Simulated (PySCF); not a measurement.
Si(H)2(OH)(PH2) (H5OPSi), SMILES O[SiH2]P.

The structure is a stationary point at TPSSh-D3(BJ)/def2-TZVP. Other conformers were not sampled.

Calculation: TDA-CAM-B3LYP/def2-SVPD run with PySCF.

Vertical excitations. The molecule is in vacuum.

Question: Estimate the UV-visible absorptions. (The exact figures need the calculation; the answer reports its results.)

Answer: 
```tsv
state	energy (eV)	λ (nm)	f	main pairs
S1	6.46	192	0.051	HOMO→LUMO 78 %
S2	6.69	185	0.019	HOMO→LUMO+3 66 %, HOMO→LUMO+2 16 %, HOMO→LUMO 11 %
S3	6.84	181	0.035	HOMO→LUMO+1 75 %, HOMO→LUMO+2 14 %
S4	7.35	169	0.230	HOMO→LUMO+2 54 %, HOMO→LUMO+3 17 %, HOMO→LUMO+1 9 %
S5	7.74	160	0.050	HOMO−1→LUMO 42 %, HOMO−2→LUMO 25 %, HOMO→LUMO+4 9 %, HOMO−1→LUMO+1 7 %
S6	7.90	157	0.007	HOMO→LUMO+4 67 %, HOMO−1→LUMO+1 11 %
S7	8.12	153	0.007	HOMO−2→LUMO 34 %, HOMO−1→LUMO+1 34 %, HOMO−2→LUMO+1 15 %
S8	8.13	153	0.010	HOMO→LUMO+5 66 %
S9	8.21	151	0.035	HOMO−1→LUMO+1 31 %, HOMO−1→LUMO 30 %, HOMO−2→LUMO 17 %
S10	8.65	143	0.103	HOMO−1→LUMO+3 45 %, HOMO−2→LUMO+1 13 %, HOMO−1→LUMO+2 9 %, HOMO−2→LUMO+2 9 %
T1	5.66	219	0	HOMO→LUMO+1 68 %
T2	5.78	214	0	HOMO→LUMO+3 60 %, HOMO→LUMO+2 14 %
T3	6.19	200	0	HOMO→LUMO 73 %
T4	6.68	185	0	HOMO→LUMO+2 63 %, HOMO→LUMO+3 18 %
```
Triplets are in the Tamm–Dancoff approximation.
